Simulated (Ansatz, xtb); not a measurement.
Isomers of ClH7OSi3 in order of energy

3 gas-phase structures of ClH7OSi3, from a drawn sample of its isomers (lower ones may exist). Each was relaxed with GFN2-xTB; where two conformers were screened, the lower at r2SCAN-D4/def2-SVP is listed:

A. `[SiH3]O[SiH2][SiH2]Cl`, a singlet
B. `[SiH3]O[Si@H]([SiH3])Cl`, a singlet
C. `O[SiH2][Si@H]([SiH3])Cl`, a singlet

Q: Estimate their order in r2SCAN-D4/def2-SVP energy at these geometries, lowest first.

A: Calculated order at r2SCAN-D4/def2-SVP: B (0.0), A (5.8), C (24.9) kcal/mol.

Energies above the lowest of each column, in kcal/mol; the last columns are at B3LYP/def2-SVP geometries:

```json
{"structure": "B", "GFN2-xTB": "0.8", "HF/STO-3G": "0.0", "r2SCAN-D4/def2-SVP": "0.0", "B3LYP/def2-SVP": "0.0", "CCSD(T)/def2-SVP + ΔMP2/def2-TZVPP": "0.0"}
{"structure": "A", "GFN2-xTB": "0.0", "HF/STO-3G": "5.6", "r2SCAN-D4/def2-SVP": "5.8", "B3LYP/def2-SVP": "4.8", "CCSD(T)/def2-SVP + ΔMP2/def2-TZVPP": "4.7"}
{"structure": "C", "GFN2-xTB": "46.6", "HF/STO-3G": "12.6", "r2SCAN-D4/def2-SVP": "24.9", "B3LYP/def2-SVP": "27.7", "CCSD(T)/def2-SVP + ΔMP2/def2-TZVPP": "28.3"}
```

CCSD(T)/def2-SVP + ΔMP2/def2-TZVPP puts B lowest; GFN2-xTB picks A. Flexible structures stand in one conformer each, not always the lowest. B keeps a small imaginary mode. A keeps a small imaginary mode. ΔMP2 is the change of the MP2 energy from the smaller to the larger basis.

Programs: Ansatz 0.2.0, xtb 6.7.1.
